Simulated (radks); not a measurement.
I, 53 electrons, occupied as [Kr] 4d10 5s1 5p6 (not the ground configuration).

Method: scalar-relativistic Kohn-Sham, Wu-Cohen GGA, spin-polarised, spherical densities, finite nucleus; open shells are filled with parallel spins first (spin-orbit coupling, left out, can overturn this in heavy ions); Fermi nuclear charge, rms radius 4.75 fm; computed with a radial shooting solver on a logarithmic mesh with Libxc functionals.

Energy parts (hartree):
part                        energy
total                  -7114.99782
kinetic                 7467.59948
electron-nucleus      -17214.12122
Hartree                 2811.68757
exchange-correlation    -180.16365

Orbitals (lengths in bohr, moments of r in powers of bohr; r(90%) holds 90 % of the orbital's charge):
orbital  occ.  eigenvalue (hartree)  r(90%)
1s up       1             -1211.980  0.0490
1s down     1             -1211.978  0.0490
2s up       1             -187.2979   0.181
2s down     1             -187.2966   0.181
2p up       3             -168.1519   0.167
2p down     3             -168.1505   0.167
3s up       1             -37.83708   0.462
3s down     1             -37.83503   0.462
3p up       3             -31.63066   0.468
3p down     3             -31.62856   0.468
3d up       5             -22.32166   0.453
3d down     5             -22.31973   0.453
4s up       1              -6.68180    1.07
4s down     1              -6.67727    1.07
4p up       3              -4.73551    1.16
4p down     3              -4.73030    1.16
4d up       5              -1.89738    1.41
4d down     5              -1.88890    1.40
5s up       1              -0.68131    2.84
5s down     0              -0.65406    2.86
5p up       3              -0.29094    3.61
5p down     3              -0.26941    3.69

The highest occupied level is 5p down at -7.331 eV. The configuration is held as typed, so some empty levels lie below it. Summed over all electrons, <r^2> = 62.56 bohr^2, which gives a Langevin (diamagnetic) susceptibility term of -49.6 x 10^-6 cm^3/mol. Spin moment in Bohr magnetons: 1. The density falls to 0.001 e/bohr^3 at r = 4.53 bohr.
